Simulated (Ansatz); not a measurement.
`[CH3][SbH][NH2]` and `[CH3][Sb]([NH2])[SiH3]` differ in one atom or group.

Ansatz, PBE0-D4/def2-TZVP geometries, multiplicity 1. Each molecule was computed in one conformer, which needn't be the lowest.

Elements past krypton have def2 core potentials.

```
                                          property  `[CH3][SbH][NH2]`
    size of the dipole moment (PBE/def2-TZVPP) / D               0.56
             HOMO–LUMO gap (B3LYP/def2-TZVPP) / eV               6.09
size of the dipole moment (ωB97M-V/def2-TZVPP) / D               0.62
                 HOMO energy (PBE/def2-TZVPP) / eV              -5.74
             HOMO energy (ωB97M-V/def2-TZVPP) / eV              -9.02
             LUMO energy (ωB97M-V/def2-TZVPP) / eV               1.22
```

(1) Give the same properties after the change, and the shifts. (Estimate.)

## Answers

(1) The calculation gave: 
```json
{"property": "size of the dipole moment (PBE/def2-TZVPP) / D", "`[CH3][Sb]([NH2])[SiH3]`": "0.18", "shift": "-0.38"}
{"property": "HOMO–LUMO gap (B3LYP/def2-TZVPP) / eV", "`[CH3][Sb]([NH2])[SiH3]`": "5.62", "shift": "-0.47"}
{"property": "size of the dipole moment (ωB97M-V/def2-TZVPP) / D", "`[CH3][Sb]([NH2])[SiH3]`": "0.33", "shift": "-0.29"}
{"property": "HOMO energy (PBE/def2-TZVPP) / eV", "`[CH3][Sb]([NH2])[SiH3]`": "-5.64", "shift": "0.10"}
{"property": "HOMO energy (ωB97M-V/def2-TZVPP) / eV", "`[CH3][Sb]([NH2])[SiH3]`": "-8.67", "shift": "0.35"}
{"property": "LUMO energy (ωB97M-V/def2-TZVPP) / eV", "`[CH3][Sb]([NH2])[SiH3]`": "0.99", "shift": "-0.23"}
```

With PBE0 the HOMO rises by 0.21 eV and the LUMO falls by 0.30 eV, so the gap narrows by about 0.51 eV. PBE moves the HOMO by 0.10 eV and ωB97M-V by 0.35 eV. Dipoles are sizes alone; their direction can turn.

B3LYP here is the variant with VWN-RPA as its local correlation; programs differ in this.

Spin–orbit coupling is left out; it splits and shifts lone-pair levels of the heavy atoms by tenths of an eV.
